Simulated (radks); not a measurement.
Initial-state core-level shifts of the zirconium ion Zr+ when its valence configuration changes from [Kr] 4d2 5s1. Method: scalar-relativistic Kohn-Sham, LDA (Slater exchange, Perdew-Wang correlation), spin-polarised, spherical densities, point nucleus; open shells are filled with parallel spins first (spin-orbit coupling, left out, can overturn this in heavy ions); computed with a radial shooting solver on a logarithmic mesh with Libxc functionals. Shifts are changes of the shell-averaged eigenvalues in eV (positive: less bound).

| valence | 1s | 2p | 4s | 4p |
|---|---|---|---|---|
| 4d3 | +2.810 | +3.010 | +2.770 | +2.617 |
| 4d1 5s2 | -3.373 | -3.602 | -3.198 | -3.021 |
| 4d2.5 5s0.5 | +1.457 | +1.561 | +1.424 | +1.344 |
| 4d2 5s0.5 5p0.5 | -0.588 | -0.581 | -0.578 | -0.571 |
| 4d1.5 5s0.5 5p1 | -2.741 | -2.845 | -2.652 | -2.545 |
| 4d1 5s1 5p1 | -4.422 | -4.656 | -4.229 | -4.022 |
| 4d2 5p1 | -1.167 | -1.152 | -1.147 | -1.132 |
| 4d1.5 5s1 5p0.5 | -2.158 | -2.267 | -2.083 | -1.985 |
| 4d2.5 5p0.5 | +0.872 | +0.986 | +0.846 | +0.772 |
